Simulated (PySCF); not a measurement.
# Orbital picture of SnH

PBE0 at R = 1.788 Å; basis Sn def2-SVPD with ECP28, H def2-SVPD; scalar-relativistic core potentials; PySCF 2.14. State: ⁴Σ⁻ (quartet), unpaired electrons σ ↑, π ↑↑, a second solution, started from another occupation. Only the outer orbitals are listed, counted within each symmetry, core potentials removing the inner ones.

```json
{"spin": "α", "orbital": "4σ", "occ.": "1", "ε (eV)": "-14.07", "on Sn (%)": "73", "main shells (%)": "71 Sn s, 27 H s"}
{"spin": "α", "orbital": "5σ", "occ.": "1", "ε (eV)": "-9.34", "on Sn (%)": "59", "main shells (%)": "41 H s, 33 Sn p, 25 Sn s"}
{"spin": "α", "orbital": "3π", "occ.": "1", "ε (eV)": "-5.25", "on Sn (%)": "98", "main shells (%)": "98 Sn p"}
{"spin": "α", "orbital": "3π", "occ.": "1", "ε (eV)": "-5.25", "on Sn (%)": "98", "main shells (%)": "98 Sn p"}
{"spin": "α", "orbital": "6σ", "occ.": "0", "ε (eV)": "-0.45", "on Sn (%)": "80", "main shells (%)": "42 Sn p, 21 Sn d, 18 Sn s"}
{"spin": "α", "orbital": "7σ", "occ.": "0", "ε (eV)": "0.46", "on Sn (%)": "100", "main shells (%)": "83 Sn s, 11 Sn d"}
{"spin": "α", "orbital": "4π", "occ.": "0", "ε (eV)": "1.80", "on Sn (%)": "96", "main shells (%)": "96 Sn d"}
{"spin": "β", "orbital": "4σ", "occ.": "1", "ε (eV)": "-11.62", "on Sn (%)": "79", "main shells (%)": "73 Sn s, 21 H s"}
{"spin": "β", "orbital": "5σ", "occ.": "0", "ε (eV)": "-5.05", "on Sn (%)": "66", "main shells (%)": "41 Sn p, 33 H s, 24 Sn s"}
{"spin": "β", "orbital": "3π", "occ.": "0", "ε (eV)": "-1.63", "on Sn (%)": "96", "main shells (%)": "96 Sn p"}
{"spin": "β", "orbital": "3π", "occ.": "0", "ε (eV)": "-1.63", "on Sn (%)": "96", "main shells (%)": "96 Sn p"}
```

**Question.** Which are the highest filled and the lowest empty level, where do they sit, and how wide is the gap?

**Answer.** Highest filled α 3π at -5.25 eV (in %: 98 Sn p); lowest empty β 5σ at -5.05 eV (in %: 41 Sn p, 33 H s, 24 Sn s); the gap at PBE0 is 0.20 eV.

- bond order (Mayer): 0.83
- ⟨S²⟩: 3.755
- charge on Sn (Mulliken, basis-dependent): -0.06
- charge on Sn (Löwdin, basis-dependent): 0.20
- dipole moment (positive dipole means Sn(−)H(+)): 0.05 D

Spin–orbit coupling is left out.
